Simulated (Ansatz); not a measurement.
Isolated molecules relaxed with PBE0-D4/def2-TZVP in Ansatz; ΔE leaves out vibrations. CCSD(T)/CBS adds triple-zeta CCSD(T) − MP2 to the extrapolated MP2 energy (def2 sets, frozen cores). Functionals use def2-TZVPP. B3LYP here is the variant with VWN-RPA as its local correlation; programs differ in this. One conformer a species, not always the lowest.

Reaction (formal exchange of groups at the Si–O bond): `C=C[Si](O)(O)O` + `C=CC[SiH3]` → `C=C[Si](O)(O)[SiH3]` + `C=CCO`

```json
{"level": "PBE-D4", "ΔE (kcal/mol)": "43.8", "difference from CCSD(T)/CBS": "-6.7"}
{"level": "r2SCAN-D4", "ΔE (kcal/mol)": "49.3", "difference from CCSD(T)/CBS": "-1.2"}
{"level": "PBE0-D4", "ΔE (kcal/mol)": "46.5", "difference from CCSD(T)/CBS": "-4.0"}
{"level": "B3LYP-D4", "ΔE (kcal/mol)": "48.3", "difference from CCSD(T)/CBS": "-2.2"}
{"level": "ωB97X-V", "ΔE (kcal/mol)": "48.1", "difference from CCSD(T)/CBS": "-2.4"}
{"level": "ωB97M-V", "ΔE (kcal/mol)": "50.8", "difference from CCSD(T)/CBS": "0.3"}
{"level": "B2PLYP", "ΔE (kcal/mol)": "50.1", "difference from CCSD(T)/CBS": "-0.4"}
{"level": "PBE", "ΔE (kcal/mol)": "43.6", "difference from CCSD(T)/CBS": "-6.9"}
{"level": "r2SCAN", "ΔE (kcal/mol)": "49.3", "difference from CCSD(T)/CBS": "-1.2"}
{"level": "PBE0", "ΔE (kcal/mol)": "46.4", "difference from CCSD(T)/CBS": "-4.1"}
{"level": "B3LYP", "ΔE (kcal/mol)": "48.0", "difference from CCSD(T)/CBS": "-2.5"}
{"level": "HF/def2-TZVPP", "ΔE (kcal/mol)": "52.3", "difference from CCSD(T)/CBS": "1.8"}
{"level": "MP2/def2-TZVPP", "ΔE (kcal/mol)": "53.2", "difference from CCSD(T)/CBS": "2.7"}
{"level": "SCS-MP2/def2-TZVPP", "ΔE (kcal/mol)": "52.0", "difference from CCSD(T)/CBS": "1.5"}
{"level": "CCSD/def2-TZVPP", "ΔE (kcal/mol)": "50.6", "difference from CCSD(T)/CBS": "0.1"}
{"level": "CCSD(T)/def2-TZVPP", "ΔE (kcal/mol)": "50.1", "difference from CCSD(T)/CBS": "-0.4"}
{"level": "HF/def2-QZVPP", "ΔE (kcal/mol)": "52.6", "difference from CCSD(T)/CBS": "2.1"}
{"level": "MP2/def2-QZVPP", "ΔE (kcal/mol)": "53.6", "difference from CCSD(T)/CBS": "3.1"}
{"level": "SCS-MP2/def2-QZVPP", "ΔE (kcal/mol)": "52.4", "difference from CCSD(T)/CBS": "1.9"}
{"level": "HF/CBS(def2)", "ΔE (kcal/mol)": "52.7", "difference from CCSD(T)/CBS": "2.2"}
{"level": "MP2/CBS(def2)", "ΔE (kcal/mol)": "53.6", "difference from CCSD(T)/CBS": "3.1"}
{"level": "CCSD/CBS(def2)", "ΔE (kcal/mol)": "51.1", "difference from CCSD(T)/CBS": "0.6"}
{"level": "CCSD(T)/CBS", "ΔE (kcal/mol)": "50.5", "difference from CCSD(T)/CBS": "0"}
```

Largest T1 diagnostic among the species: 0.013.

From PBE to PBE0 (25 % exact exchange), in def2-TZVPP and without D4, ΔE moves by +2.8 kcal/mol.
